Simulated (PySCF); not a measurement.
# Cu: excitation energy

Cu [Ar] 3d10 4s1 (2S) → Cu [Ar] 3d9 4s2 (2D), as a difference of total energies. Calculation: PySCF 2.14, in aug-cc-pVTZ-DK; the spin-free X2C one-electron Hamiltonian (Gaussian nucleus). Correlated levels: valence: [Ar] frozen. The calculations carry no spin-orbit coupling.

Question: Order these methods by the excitation energy they give, lowest first.
A. SCS-MP2 (valence)
B. CCSD(T) (valence)
C. MP2 (valence)
D. CCSD (valence)

Answer: D (1.076 eV), B (1.265 eV), A (1.775 eV), C (2.259 eV).

Errors of the correlated levels include the incompleteness of this basis and the frozen core.

For comparison: 1.490 eV (measured; NIST levels, between the centres of gravity of the two terms).
